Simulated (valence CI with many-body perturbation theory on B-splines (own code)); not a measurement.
## Xe⁴⁹⁺: calculated level list

Level of theory: relativistic CI+MBPT: three valence electrons over a frozen Dirac-Fock core [He], radial functions for each j: 11 s, 11 p, 10 d, 8 f, 5 g, 2 h, with the one-electron correlation potential Σ1 (screened to all orders), the two-electron term Σ2, the three-electron term Σ3, Breit, model QED; selected single and double excitations, second order for the rest, scaled by the run's own slope (own B-spline code, finite nucleus).

The last digits are not significant, and no measured levels were compared; by estimate large intervals hold to a few tenths of a per cent, small ones and those within an open d or f shell to about a per cent.

Levels 1 to 45 of 169, with energies above the lowest level, (2s^2 2p1/2) J=1/2. "Leading %" is the weight of the configuration and term that name the level; weights of strongly mixed levels are sums over their largest components and can fall short. In the jj column 3d3/2^4 stands for four electrons in 3d with j = 3/2. Lifetimes count E1, E2, E3, M1 and M2 decay at the calculated energies, and are blank where another channel may lead or the interval is too uncertain; long ones can be off by a factor of two.

```csv
No.,Configuration,Term,J,E (Ry),Leading %,Leading jj,g,Lifetime
1,2s²2p,²P°,1/2,0.00,100,2s^2 2p1/2 (100 %),0.641,
2,2s2p²,⁴P,1/2,12.01,58,2s 2p1/2^2 (98 %),2.174,106 ps
3,2s²2p,²P°,3/2,26.34,98,2s^2 2p3/2 (98 %),1.315,1.46 ns
4,2s2p²,⁴P,3/2,34.71,92,2s 2p1/2 2p3/2 (100 %),1.656,261 ps
5,2s2p²,²D,5/2,37.04,57,2s 2p1/2 2p3/2 (99 %),1.352,244 ps
6,2s2p²,²D,3/2,40.72,66,2s 2p1/2 2p3/2 (99 %),0.964,1.44 ps
7,2s2p²,²P,1/2,40.74,71,2s 2p1/2 2p3/2 (97 %),1.218,1.14 ps
8,2p³,²P°,3/2,53.58,46,2p1/2^2 2p3/2 (98 %),1.358,1.72 ps
9,2s2p²,⁴P,5/2,62.38,57,2s 2p3/2^2 (99 %),1.409,6.61 ps
10,2s2p²,²S,1/2,67.80,70,2s 2p3/2^2 (99 %),1.883,1.39 ps
11,2s2p²,²P,3/2,67.88,65,2s 2p3/2^2 (99 %),1.191,809 fs
12,2p³,⁴S°,3/2,77.58,54,2p1/2 2p3/2^2 (100 %),1.437,896 fs
13,2p³,²D°,5/2,79.03,100,2p1/2 2p3/2^2 (100 %),1.180,1.03 ps
14,2p³,²P°,1/2,81.85,100,2p1/2 2p3/2^2 (100 %),0.641,772 fs
15,2p³,²P°,3/2,106.31,53,2p3/2^3 (100 %),1.284,603 fs
16,2s²3s,²S,1/2,380.87,97,2s^2 3s (97 %),1.992,14.9 fs
17,2s²3p,²P°,1/2,385.02,95,2s^2 3p1/2 (95 %),0.669,357 fs
18,2s2p3s,⁴P°,1/2,389.01,86,2s 2p1/2 3s (98 %),2.386,16.5 fs
19,2s2p3s,⁴P°,3/2,390.21,57,2s 2p1/2 3s (90 %),1.544,16.1 fs
20,2s2p3s,²P°,1/2,391.86,94,2s 2p1/2 3s (98 %),0.737,21.2 fs
21,2s2p3p,⁴D,1/2,392.52,72,2s 2p1/2 3p1/2 (100 %),0.263,20.7 fs
22,2s²3p,²P°,3/2,393.06,88,2s^2 3p3/2 (88 %),1.353,85.6 fs
23,2s2p3p,⁴D,3/2,393.92,42,2s 2p1/2 3p1/2 (95 %),1.112,5.26 fs
24,2s2p3p,⁴P,1/2,396.02,50,2s 2p1/2 3p1/2 (98 %),1.996,16.3 fs
25,2s²3d,²D,3/2,396.08,94,2s^2 3d3/2 (94 %),0.810,2.62 fs
26,2s²3d,²D,5/2,398.18,97,2s^2 3d5/2 (97 %),1.194,2.31 fs
27,2s2p3p,⁴P,3/2,400.93,30,2s 2p1/2 3p3/2 (100 %),1.405,18.5 fs
28,2s2p3p,²P,1/2,401.78,28,2s 2p1/2 3p3/2 (72 %),1.441,6.73 fs
29,2s2p3p,⁴D,5/2,402.54,48,2s 2p1/2 3p3/2 (97 %),1.339,122 fs
30,2s2p3p,²D,3/2,402.75,46,2s 2p1/2 3p3/2 (99 %),1.245,8.11 fs
31,2s2p3d,⁴F°,3/2,403.32,73,2s 2p1/2 3d3/2 (99 %),0.556,9.33 fs
32,2s2p3d,⁴F°,5/2,404.83,55,2s 2p1/2 3d3/2 (90 %),1.035,10.2 fs
33,2p²3s,⁴P,1/2,405.21,37,2p1/2^2 3s (71 %),1.855,12.3 fs
34,2s2p3d,⁴D°,1/2,405.53,47,2s 2p1/2 3d3/2 (79 %),0.447,1.34 fs
35,2s2p3d,⁴D°,3/2,405.91,32,2s 2p1/2 3d3/2 (93 %),1.227,1.82 fs
36,2s2p3d,⁴P°,5/2,406.25,38,2s 2p1/2 3d5/2 (94 %),1.333,2.36 fs
37,2s2p3d,⁴F°,7/2,407.63,41,2s 2p1/2 3d5/2 (98 %),1.242,2.51 fs
38,2p²3p,²P°,1/2,408.00,33,2p1/2^2 3p1/2 (78 %),0.612,43.7 fs
39,2s2p3d,²D°,3/2,408.41,43,2s 2p1/2 3d5/2 (91 %),1.065,2.49 fs
40,2s2p3d,²F°,5/2,408.41,56,2s 2p1/2 3d5/2 (95 %),1.052,2.50 fs
41,2s2p3s,⁴P°,5/2,415.36,99,2s 2p3/2 3s (99 %),1.582,22.7 fs
42,2p²3p,²P°,3/2,415.97,30,2p1/2^2 3p3/2 (94 %),1.331,8.20 fs
43,2s2p3s,²P°,3/2,416.71,76,2s 2p3/2 3s (97 %),1.393,13.2 fs
44,2p²3d,²D,3/2,418.30,39,2p1/2^2 3d3/2 (98 %),0.783,12.8 fs
45,2s2p3p,⁴P,3/2,419.92,47,2s 2p3/2 3p1/2 (100 %),1.633,23.3 fs
```

The ionisation energy to 2s² ¹S0 of the next ion comes out as 9238.2 eV (NIST: 9243 ± 4 eV (theoretical)). All 169 levels together are meant to be complete up to 552.02 Ry.
